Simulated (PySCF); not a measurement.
## Correlation energy of Mg (magnesium, neutral)

[Ne] 3p2, high-spin 3P determinant (an excited configuration). Computed with PySCF 2.14 in ANO-RCC-VTZP (5s4p2d1f, 34 functions), with the spin-free X2C one-electron Hamiltonian (Gaussian nucleus). Frozen: [Ne]; 2 electrons correlated.

With two correlated electrons CCSD is exact within the correlated space (frozen core and kept virtual orbitals).

```json
{"level": "CCSD", "correlation energy (mhartree)": "-5.66"}
```

Diagnostics: T1 = 0.0038, D1 = 0.0054, largest double amplitude 0.079.

Cost of the coupled-cluster step: roughly 0.2 core-seconds, for 2 correlated electrons.
